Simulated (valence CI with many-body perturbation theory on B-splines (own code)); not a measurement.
## Forbidden lines of Sn⁸⁺

Method: valence CI with perturbative core correlation (CI+MBPT): six valence electrons over a frozen Dirac-Fock core [Kr], radial functions for each j: 7 s, 7 p, 8 d, 6 f, 4 g, 1 h, with the one-electron correlation potential Σ1 (screened to all orders), the two-electron term Σ2, the three-electron term Σ3, Breit, model QED; selected single and double excitations, second order for the rest, scaled by the run's own slope (own B-spline code, finite nucleus).

No measured levels were compared; by estimate terms of the open shell hold to 2 to 4 % of their energy, and close levels can change places; different configurations can be misplaced against each other by 1,000 to 8,000 cm⁻¹. Among the levels kept, up to 720 cm⁻¹ of a level comes from second order outside the variational space, and about a tenth of that is noise between levels of different J, which matters for small intervals. Only levels of the ground parity were solved; by the run's estimate the other parity begins above the list, which can be wrong where configurations are misplaced.

Lines 1 to 50 of 120 in falling wavelength, among levels below 68866 cm⁻¹, chosen from the decays that carry over 1 % of a level's rate. Wavelengths and rates use the calculated energies, so an error of 2000 cm⁻¹ moves a line at 2829 nm by 57 % and its rate by three times that or more. S is in atomic units (e²a₀⁴ for E2 and M2, e²a₀⁶ for E3), for M1 in squared Bohr magnetons. Weak lines are less certain than strong ones. Lines between different terms over intervals too small for the method are left out, as are lines whose strength nearly cancels. Where a level lies close to another of its J and parity, the split of strength between their lines is uncertain. Intervals below about 2000 cm⁻¹, as at the head of this list, are uncertain by tens of per cent. The highest levels of a list are the least certain.

Names give the largest LS component (configuration and term), which can be under half, so a name can repeat, a term be missing and a line seem to break the LS rules; names also repeat where a configuration has a term twice. Letters in brackets count levels of one name in rising energy.

| λ vac (nm) | Upper | Lower | Type | A (s⁻¹) | S (a.u.) |
| --- | --- | --- | --- | --- | --- |
| 14010 | 4d6 5D_0 | 4d6 5D_1 | M1 | 5.46e-02 | 5.57e+00 |
| 6199 | 4d6 5D_2 | 4d6 5D_3 | M1 | 2.42e-01 | 1.07e+01 |
| 5054 | 4d6 5D_1 | 4d6 5D_2 | M1 | 6.62e-01 | 9.50e+00 |
| 3616 | 4d6 3H_5 | 4d6 3H_4 [a] | M1 | 2.96e-01 | 5.70e+00 |
| 3423 | 4d6 3D_1 | 4d6 3D_2 | M1 | 6.91e-01 | 3.08e+00 |
| 2829 | 4d6 3G_5 | 4d6 3H_4 [b] | M1 | 3.51e-01 | 3.24e+00 |
| 2000 | 4d6 5D_3 | 4d6 5D_4 | M1 | 4.20e+00 | 8.72e+00 |
| 1815 | 4d6 3F_2 [a] | 4d6 3P_2 | M1 | 2.87e-01 | 3.18e-01 |
| 1787 | 4d6 3G_4 | 4d6 3H_4 [b] | M1 | 6.89e-01 | 1.31e+00 |
| 1649 | 4d6 3D_1 | 4d6 3P_0 [a] | M1 | 1.05e+00 | 5.23e-01 |
| 1639 | 4d6 3D_1 | 4d6 3P_1 [a] | M1 | 2.85e+00 | 1.40e+00 |
| 1526 | 4d6 3H_4 [b] | 4d6 3H_5 | M1 | 2.28e+00 | 2.71e+00 |
| 1456 | 4d6 1I_6 | 4d6 3G_5 | M1 | 2.52e-01 | 3.74e-01 |
| 1392 | 4d6 3F_3 | 4d6 3H_4 [a] | M1 | 5.14e+00 | 3.60e+00 |
| 1369 | 4d6 3G_3 | 4d6 3H_4 [b] | M1 | 6.75e-01 | 4.50e-01 |
| 1294 | 4d6 3G_4 | 4d6 3F_3 | M1 | 4.98e-01 | 3.60e-01 |
| 1224 | 4d6 3G_3 | 4d6 3F_2 [a] | M1 | 4.28e+00 | 2.04e+00 |
| 1122 | 4d6 3P_0 [b] | 4d6 3D_1 | M1 | 2.81e+00 | 1.47e-01 |
| 1097 | 4d6 3D_2 | 4d6 3F_2 [a] | M1 | 6.53e-01 | 1.60e-01 |
| 1073 | 4d6 3H_4 [b] | 4d6 3H_4 [a] | M1 | 1.43e+01 | 5.92e+00 |
| 1060 | 4d6 3G_3 | 4d6 3F_3 | M1 | 6.24e+00 | 1.93e+00 |
| 1043 | 4d6 1G_4 | 4d6 3G_3 | M1 | 1.32e+00 | 5.01e-01 |
| 994.3 | 4d6 3P_1 [b] | 4d6 1D_2 | M1 | 1.28e+00 | 1.40e-01 |
| 991.4 | 4d6 3G_5 | 4d6 3H_5 | M1 | 5.42e+00 | 2.15e+00 |
| 968.2 | 4d6 3G_5 | 4d6 3H_6 | M1 | 9.97e+00 | 3.69e+00 |
| 963.1 | 4d6 3D_2 | 4d6 3F_3 | M1 | 2.53e+00 | 4.19e-01 |
| 903.7 | 4d6 3P_1 [b] | 4d6 3P_0 [b] | M1 | 1.16e+01 | 9.55e-01 |
| 873.5 | 4d6 3P_1 [a] | 4d6 3P_2 | M1 | 3.52e+01 | 2.61e+00 |
| 864.9 | 4d6 1D_2 | 4d6 3D_3 | M1 | 3.41e+00 | 4.09e-01 |
| 857.2 | 4d6 3D_3 | 4d6 3F_3 | M1 | 2.15e+00 | 3.52e-01 |
| 823.2 | 4d6 3G_4 | 4d6 3H_5 | M1 | 5.99e+00 | 1.12e+00 |
| 798.8 | 4d6 1F_3 | 4d6 3D_3 | M1 | 8.18e-01 | 1.08e-01 |
| 796.6 | 4d6 3F_4 | 4d6 1F_3 | M1 | 7.64e+00 | 1.29e+00 |
| 778.5 | 4d6 1D_2 | 4d6 3D_2 | M1 | 1.02e+00 | 8.88e-02 |
| 748.8 | 4d6 1G_4 | 4d6 3G_5 | M1 | 4.14e+00 | 5.80e-01 |
| 731.0 | 4d6 3G_3 | 4d6 3P_2 | M1 | 5.91e-01 | 5.99e-02 |
| 725.1 | 4d6 1D_2 | 4d6 3G_3 | M1 | 3.51e+00 | 2.48e-01 |
| 724.5 | 4d6 1F_3 | 4d6 3D_2 | M1 | 1.25e+00 | 1.23e-01 |
| 683.7 | 4d6 3D_2 | 4d6 3P_2 | M1 | 5.00e+00 | 2.96e-01 |
| 678.1 | 4d6 1F_3 | 4d6 3G_3 | M1 | 2.57e-01 | 2.08e-02 |
| 666.0 | 4d6 3P_0 [b] | 4d6 3P_1 [a] | M1 | 3.44e+01 | 3.77e-01 |
| 628.6 | 4d6 3D_3 | 4d6 3P_2 | M1 | 8.18e+00 | 5.27e-01 |
| 624.1 | 4d6 1D_2 | 4d6 3P_1 [a] | M1 | 6.57e+00 | 2.96e-01 |
| 607.7 | 4d6 1F_3 | 4d6 3G_4 | M1 | 2.29e+00 | 1.33e-01 |
| 601.7 | 4d6 3G_3 | 4d6 3H_4 [a] | M1 | 2.91e+00 | 1.65e-01 |
| 592.1 | 4d6 1G_4 | 4d6 3H_4 [b] | M1 | 3.05e+01 | 2.11e+00 |
| 589.8 | 4d6 1I_6 | 4d6 3H_5 | M1 | 6.34e+00 | 6.27e-01 |
| 581.5 | 4d6 1I_6 | 4d6 3H_6 | M1 | 1.34e+01 | 1.27e+00 |
| 569.9 | 4d6 3D_1 | 4d6 3P_2 | M1 | 1.52e+01 | 3.14e-01 |
| 543.0 | 4d6 3P_2 | 4d6 5D_1 | M1 | 1.32e+01 | 3.91e-01 |
